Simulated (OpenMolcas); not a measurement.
**Levels of Sb²⁺ by method**

- Program: OpenMolcas
- Basis: ANO-RCC-VTZP [7s6p4d2f1g]
- Scalar Hamiltonian: DKH2, point nucleus
- Active space: 3 electrons in 9 orbitals (RAS2 5s 5p; RAS3 5d, at most 2 electrons)
- State averaging: 2S+1 = 4 odd, 1 root; 2S+1 = 2 odd, 11 roots; 2S+1 = 4 even, 3 roots; 2S+1 = 2 even, 9 roots
- Spin-orbit coupling: RASSI with atomic mean-field integrals over the reference wave functions, term energies averaged over their components

Methods on the same reference wave functions:
A. RASSCF
B. SS-RASPT2, IPEA 0.25 Eh, imaginary shift 0.1 Eh (closed shells correlated: 4d)
C. MS-RASPT2, IPEA 0.25 Eh, imaginary shift 0.1 Eh (closed shells correlated: 4d)
D. XMS-RASPT2, IPEA 0.25 Eh, imaginary shift 0.1 Eh (closed shells correlated: 4d)

Energies in cm⁻¹ above 5s² 5p ²P°_1/2, the measured ground level; measured values from Moore, Atomic Energy Levels, vol. III, NSRDS-NBS 35 (1971 reprint of NBS Circular 467, 1958).

| Level | A | B | C | D | Measured |
| --- | --- | --- | --- | --- | --- |
| 5s² 5p ²P°_1/2 | 0.0 | 0.0 | 0.0 | 0.0 | 0.0 |
| 5s² 5p ²P°_3/2 | 5827 | 5830 | 5870 | 5870 | 6576 |
| 5s 5p² ⁴P_1/2 | 51887 | 57840 | 58040 | 58680 |  |
| 5s 5p² ⁴P_3/2 | 54344 | 60370 | 60570 | 61200 |  |
| 5s 5p² ⁴P_5/2 | 57468 | 63430 | 63630 | 64270 | 64356 |
| 5s 5p² ²D_3/2 | 73833 | 76870 | 77070 | 77710 | 76523 |
| 5s 5p² ²D_5/2 | 74571 | 77750 | 77950 | 78590 | 77792 |

Deviations, from unrounded energies. A percentage is the sum of absolute deviations over the sum of measured energies, with the sign that they share, or ± where signs differ.

```
                  Against measurement  Levels      A      B      C      D
       mean absolute deviation (cm-1)       4   3400    520    530    700
fine structure of the ground term (%)       1  -11.4  -11.4  -10.7  -10.7
             other configurations (%)       3   -5.9   ±0.6   ±0.7   ±1.0
```

B, C lie about equally close to measurement and A furthest from it. The largest miss of B in the table is 5s 5p² ⁴P_5/2, by -920 cm-1. The ranking rests on the paired levels alone, and a cruder setting can come out closer through cancelling errors.

Among B to D the level of the table that moves most is 5s 5p² ²D_5/2, by 840 cm-1 (lowest in B, highest in D). Moves below CASPT2's spread within the term are not significant.

The two smallest mean deviations differ by little beside CASPT2's spread within terms, so their order carries little weight.

The lowest spin-free term lies below A's lowest term by 0.428 hartree in B, 0.429 hartree in C, 0.433 hartree in D.

Term energies are means over components that CASPT2 splits; among the terms shown or strongly mixed into the levels shown the widest spread is 44 cm-1 (5s 5p² ²D, D). Active for correlation alone: 5d; no level in the range computed is led by a configuration that fills it, so any true level of that kind is missing. Some terms mix strongly with configurations of 5d, whose occupation reaches 0.18 (5s 5p² ²D). Measured partners are found by configuration, term and J. A level has none where our copy of the source lacks it or the pairing is in doubt (some pairs that miss far off the trend of their configuration count as doubtful), and it then counts in no deviation. Only configurations of the active space appear. Levels that lie high or do not pair safely by name in every column are left out.

° marks odd parity.
